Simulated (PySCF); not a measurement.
**Question.** Give a PBE0-D3(BJ)/def2-SVP geometry of `C=C[SiH2][SiH3]`.

**Answer.** 
```
atom  x, y, z in Å
C1    -1.7968    0.5698    0.4544
C2    -1.3688   -0.6953    0.3795
Si3    0.4238   -1.2025    0.1647
Si4    1.8014    0.6718   -0.1459
H5    -1.1117    1.4238    0.3929
H6    -2.8563    0.8180    0.5825
H7    -2.1185   -1.4953    0.4485
H8     0.5572   -2.1152   -1.0163
H9     0.8919   -1.9756    1.3604
H10    1.6609    1.6307    0.9945
H11    1.4372    1.3868   -1.4087
H12    3.2321    0.2450   -0.2320
```

Orientation and origin are arbitrary. Atoms count from 1 in this order. Si3 (SiH2 silicon) is tetrahedral (angles from 106.7° to 111.1°). Of the pairs four or more bonds apart, Si4···H5 is among the closest relative to their van der Waals radii: 3.06 Å, 93 % of the sum of Bondi's values. Si4 (SiH3 silicon) is tetrahedral (angles from 108.3° to 110.8°).

Bonds between heavy atoms (Å): C1=C2 1.338, C2–Si3 1.875, Si3–Si4 2.347.

Method: PySCF 2.14.0, PBE0-D3(BJ)/def2-SVP geometry optimisation, gas phase.

Point group: near Cs, missed by 0.27 Å at most; the miss may be what the optimiser left on a soft mode. No PBE0-D3(BJ)/def2-SVP frequencies stand behind this structure, so it isn't proved a minimum. The numbers are those of one conformer (C1–C2–Si3–Si4 -5°).
